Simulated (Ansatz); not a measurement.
Wavefunction ladder for C$_{8}$H$_{18}$S$_{2}$, SMILES `CCCCSSCCCC`

Cartesian coordinates in Å:
```
C 1.3887 1.8211 0.7642
C 2.4745 0.9583 1.3851
C 2.2211 -0.5445 1.3736
C 1.1032 -1.0402 2.2767
S -0.6000 -0.9292 1.6476
S -0.6251 -2.2873 0.1399
C -0.3931 -1.3218 -1.3880
C -1.6883 -1.0496 -2.1355
C -2.6822 -0.1578 -1.4065
C -2.1874 1.2595 -1.1726
H 0.4379 1.7297 1.2915
H 1.6788 2.8745 0.7755
H 1.2107 1.5405 -0.2781
H 2.6442 1.2763 2.4209
H 3.4170 1.1452 0.8596
H 2.0426 -0.9003 0.3528
H 3.1406 -1.0431 1.7005
H 1.2622 -2.0855 2.5465
H 1.0701 -0.4684 3.2118
H 0.1293 -0.4038 -1.1186
H 0.2850 -1.9164 -2.0070
H -2.1636 -2.0080 -2.3683
H -1.4282 -0.5928 -3.0994
H -3.6072 -0.1282 -1.9910
H -2.9437 -0.6219 -0.4497
H -2.9661 1.8755 -0.7173
H -1.8945 1.7372 -2.1126
H -1.3266 1.2807 -0.5014
```

Charge 0, multiplicity 1. The geometry is a stationary point of PBE0-D4/def2-TZVP. It is one conformer, not always the lowest. Frozen core, restricted reference, Ansatz 0.2.0. CBS rows extrapolate triple and quadruple zeta; past MP2 they add the triple-zeta difference.

```csv
basis,HF (Eh),MP2 corr.,CCSD corr.,(T),CCSD(T) total
def2-TZVPP,-1108.62727,?,?,?,?
def2-QZVPP,-1108.66437,-1.88593,–,–,–
CBS(def2),-1108.66948,-1.97463,?,as TZ,?
```

Question: Fill in the withheld values. (An estimate is asked.)

Answer: The calculation gave: def2-TZVPP MP2 corr.: -1.76618; def2-TZVPP CCSD corr.: -1.87650; def2-TZVPP (T): -0.08172; def2-TZVPP CCSD(T) total: -1110.58549; CBS(def2) CCSD corr.: -2.08495; CBS(def2) CCSD(T) total: -1110.83615.
